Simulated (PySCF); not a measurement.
Al(Cl)2(SiH3), H3AlCl2Si, SMILES [SiH3][Al]([Cl])[Cl], CAM-B3LYP/def2-SVP optimised geometry.

```
7

Al    -1.31    -1.53    -1.97
Cl    -1.90    -3.54    -1.92
Cl    -1.42    -0.58    -3.84
Si    -0.51    -0.37     0.00
H     -0.98     1.04     0.00
H      0.98    -0.37     0.00
H     -0.98    -1.04     1.24
```

Density from PySCF with CAM-B3LYP/def2-TZVP at that geometry.

Minimum of the electron density along straight lines between bonded atoms, close to the bond critical point (lines longer than 1.1 times the sum of covalent radii, or with two minima, are not listed):

| bond | length / Å | ρ at the minimum / e bohr⁻³ | ∇²ρ there / e bohr⁻⁵ | position (fraction from the first atom) |
|---|---|---|---|---|
| Al1–Cl2 | 2.096 | 0.076 | 0.30 | 0.38 |
| Al1–Cl3 | 2.096 | 0.076 | 0.30 | 0.38 |
| Al1–Si4 | 2.427 | 0.070 | -0.01 | 0.37 |
| Si4–H5 | 1.489 | 0.120 | 0.15 | 0.49 |
| Si4–H6 | 1.491 | 0.119 | 0.15 | 0.49 |
| Si4–H7 | 1.489 | 0.120 | 0.15 | 0.49 |
